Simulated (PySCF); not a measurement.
All values below come from ωB97X-D3(BJ)/def2-TZVP // PBE0-D3(BJ)/def2-SVP (PySCF). Gas-phase values, no solvent. Delta-SCF ions had no search for a lower state. Excitations are Tamm–Dancoff values on a coarser integration grid. The basis has no diffuse functions, so Rydberg states are missing or too high.

Reference species (SMILES): `[GeH3][GeH2][GeH3]` (neutral, multiplicity 1).

```json
{
 "vertical ionisation energy (Delta-SCF)": "9.82 eV",
 "S1 excitation (TDA)": "7.31 eV"
}
```

Changed species: `[GeH3][GeH3]` (n = 2; the reference has n = 3).

Task: What does the change do to the vertical ionisation energy (Delta-SCF) and S1 excitation (TDA)?

Result: the vertical ionisation energy (Delta-SCF) rises by 0.61 eV, to 10.43 eV; the S1 excitation (TDA) rises by 0.65 eV, to 7.96 eV.
